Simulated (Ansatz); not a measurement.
Two structures of GeSiH₇, doublet, reached by relaxing down either side of one saddle point (PBE0-D4/def2-TZVP). Energies are electronic, without zero-point energy. Program: Ansatz 0.2.0. Basis: def2-TZVPP and def2-QZVPP. Cores are frozen in the correlated methods; orbitals are unrestricted. Filled d shells of the heavier atoms are correlated. The def2 sets are not built for correlating such inner shells, so the correlated values are less sure here. Extrapolation: Hartree–Fock as exp(−7.88 √X), correlation as X^−2.97. First:

| atom | x (Å) | y (Å) | z (Å) |
| --- | --- | --- | --- |
| H1 | -0.1168 | 0.5882 | -0.3966 |
| Ge2 | -0.3609 | 1.8463 | -1.2453 |
| Si3 | 0.3994 | -2.0313 | 1.3690 |
| H4 | -0.8521 | 1.4364 | -2.6403 |
| H5 | -1.4223 | 2.7238 | -0.5679 |
| H6 | 0.9475 | 2.6376 | -1.3770 |
| H7 | 1.5496 | -2.7664 | 0.7813 |
| H8 | 0.6973 | -1.5868 | 2.7557 |
| H9 | -0.8416 | -2.8477 | 1.3211 |

Second:

```csv
atom,x (Å),y (Å),z (Å)
H1,0.1393,-0.6693,0.4484
Ge2,-0.3996,2.0683,-1.3966
Si3,0.3677,-1.8854,1.2719
H4,-0.9096,1.6122,-2.7754
H5,-1.4588,2.9119,-0.6648
H6,0.9295,2.8344,-1.5226
H7,1.5223,-2.6433,0.7266
H8,0.6546,-1.4878,2.6735
H9,-0.8456,-2.7409,1.2390
```

(1) Which bonds change from the first to the second?

(2) Give the saddle point's structure and its height above each. (To be estimated.)

T1 diagnostic: at most 0.014. ⟨S²⟩ of the unrestricted Hartree–Fock references: 0.75 to 0.77 (a pure state has 0.75). The start structure is not quite a true minimum (one mode of 55i cm⁻¹). The end structure is not quite a true minimum (one mode of 55i cm⁻¹).

Results:

(1) GeH₄ + SiH₃ → GeH₃ + SiH₄; bonds formed: H1–Si3; bonds broken: H1–Ge2.

(2) By the calculation: 6.24 kcal/mol above the first and 12.09 kcal/mol above the second (CCSD(T) at an estimated basis limit (MP2 extrapolated from triple and quadruple zeta, plus CCSD(T) − MP2 in triple zeta)).
```xyz
9
angstrom
H -0.0080 0.0677 -0.0477
Ge -0.2843 1.4605 -0.9855
Si 0.2934 -1.4971 1.0094
H -0.7858 1.0386 -2.3772
H -1.3443 2.3321 -0.2904
H 1.0315 2.2461 -1.1203
H 1.4478 -2.2421 0.4401
H 0.5856 -1.0732 2.4045
H -0.9360 -2.3326 0.9671
```

Radical steps of this kind take place in plasma deposition and etching.

For scale, one of the runs: CCSD(T)/def2-TZVPP, 188 basis functions, launched by `ansatz run in.yaml --threads 4 --pin off --events-out ev --progress --plain --max-ram 9574MiB`. The run took 87 s on 4 CPU threads of an Intel Xeon Platinum 8259CL (shared host), with 4.8 GiB of host memory at its peak.
